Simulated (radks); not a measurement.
The titanium ion Ti+ inside a hard spherical wall (all orbitals vanish at R), configuration held at [Ar] 3d2 4s1 and not refilled when levels cross. Calculated with a radial shooting solver on a logarithmic mesh with Libxc functionals: scalar-relativistic Kohn-Sham, LDA (Slater exchange, VWN5 correlation), spin-polarised, spherical densities, finite nucleus; open shells are filled with parallel spins first; Fermi nuclear charge, rms radius 3.5921 fm. Eigenvalues in eV for spin up, with the zero of energy where the potential of the charges vanishes at infinity; a dash marks a level that is unbound or too diffuse for the functional's potential to be trusted. A positive occupied level is held by the wall or, in an anion where self-interaction has pushed it up, behind a barrier. The pressure on the wall is -dE/dV.

R (bohr),E (hartree),kinetic (hartree),e(3s),e(3p),e(3d),e(4s),"e(4p, empty)","e(5s, empty)",pressure (GPa)
free,-851.50211,858.201,-70.295,-46.818,-12.314,-11.127,-7.169,-3.099,0
12,-851.50211,858.201,-70.295,-46.818,-12.314,-11.127,-7.167,-2.852,< 0.0001
10,-851.50207,858.201,-70.291,-46.814,-12.310,-11.124,-7.152,-2.290,0.00170
8,-851.50115,858.211,-70.241,-46.765,-12.265,-11.073,-7.009,-0.399,0.0516
3.5,-851.03923,860.085,-65.058,-41.724,-6.876,1.466,9.987,61.424,129
3,-850.50890,862.007,-61.753,-38.422,-2.837,13.289,23.863,100.43,417
2.5,-849.13453,866.929,-55.157,-31.531,5.630,39.472,52.647,174.03,1670
1.5,-828.95477,927.018,10.803,38.851,79.876,289.07,299.44,722.62,63300
